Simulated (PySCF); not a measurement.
**How the method moves the HOMO and LUMO of `BNC[BH2-][PH3+]`**

Compound: CH10B2NP.
SMILES with atom numbers: `[BH2:1][NH:2][CH2:3][BH2-:4][PH3+:5]` (hydrogens: H6, H7 on B1; H8 on N2; H9, H10 on C3; H11, H12 on B4; H13, H14, H15 on P5)

Structure used (PBE0-D3(BJ)/def2-SVP), in Å, numbered top down from 1:
```
atom  x, y, z in Å
B1    -1.9967    1.4973    0.2743
N2    -1.5226    0.2401   -0.0586
C3    -0.8622   -0.1829   -1.2870
B4     0.6737   -0.6403   -1.0735
P5     1.6348    0.8525   -0.2670
H6    -2.4782    1.6760    1.3715
H7    -1.9025    2.3967   -0.5352
H8    -1.5809   -0.5017    0.6327
H9    -1.4132   -1.0333   -1.7302
H10   -0.9534    0.6414   -2.0132
H11    1.3096   -0.8391   -2.1008
H12    0.8421   -1.5267   -0.2420
H13    3.0340    0.6838   -0.1359
H14    1.5881    2.1074   -0.9246
H15    1.3020    1.2529    1.0491
```

Basis pcSseg-1 throughout (PySCF), one geometry. The structure is a single PBE0-D3(BJ)/def2-SVP conformer in the gas phase; no vibrational or solvent corrections.

Q: How do the orbital energies, the gap and the dipole change with the method?

A: 
| method | kind | HOMO (eV) | LUMO (eV) | gap (eV) | μ (D) | SCF cycles |
| --- | --- | --- | --- | --- | --- | --- |
| BLYP | GGA | -5.78 | -0.70 | 5.08 | 3.26 | 15 |
| B97-D | GGA | -5.87 | -0.70 | 5.17 | 3.27 | 14 |
| OPBE | GGA | -5.88 | -0.68 | 5.20 | 3.30 | 14 |
| PBE | GGA | -5.93 | -0.82 | 5.11 | 3.28 | 14 |
| KT3 | GGA | -5.96 | -0.81 | 5.15 | 3.26 | 14 |
| KT2 | GGA | -5.98 | -0.87 | 5.11 | 3.26 | 14 |
| BP86 | GGA | -6.03 | -0.88 | 5.15 | 3.27 | 14 |
| LDA | LDA | -6.09 | -1.03 | 5.06 | 3.33 | 15 |
| B97-2 | global hybrid | -6.86 | 0.07 | 6.93 | 3.36 | 13 |
| B3LYP | global hybrid | -6.91 | -0.15 | 6.76 | 3.35 | 13 |
| PBE0 | global hybrid | -7.13 | 0.09 | 7.22 | 3.38 | 14 |
| mPW1PW91 | global hybrid | -7.15 | 0.10 | 7.25 | 3.38 | 14 |
| BHandHLYP | global hybrid | -8.23 | 0.97 | 9.20 | 3.45 | 12 |
| CAM-B3LYP | range-separated hybrid | -8.47 | 1.10 | 9.57 | 3.45 | 12 |
| wB97X-D | range-separated hybrid | -8.97 | 1.87 | 10.84 | 3.43 | 12 |
| LC-wPBE | range-separated hybrid | -9.83 | 2.30 | 12.14 | 3.56 | 13 |
| HF | Hartree–Fock | -10.00 | 3.19 | 13.19 | 3.57 | 10 |

The HOMO spans 4.22 eV, from BLYP down to HF, and the gap runs from 5.06 eV (LDA) to 13.19 eV (HF). Over the methods BLYP (0 %), B97-D (0 %), OPBE (0 %), PBE (0 %), KT3 (0 %), KT2 (0 %), BP86 (0 %), LDA (0 %), B97-2 (21 %), B3LYP (20 %), PBE0 (25 %), mPW1PW91 (25 %), BHandHLYP (50 %), HF (100 %), a straight line through the gap against the share of exact exchange rises by 0.81 eV for each 10 % (correlation coefficient 1.000). The dipole ranges from 3.26 D (KT2) to 3.57 D (HF). This basis has no diffuse functions.
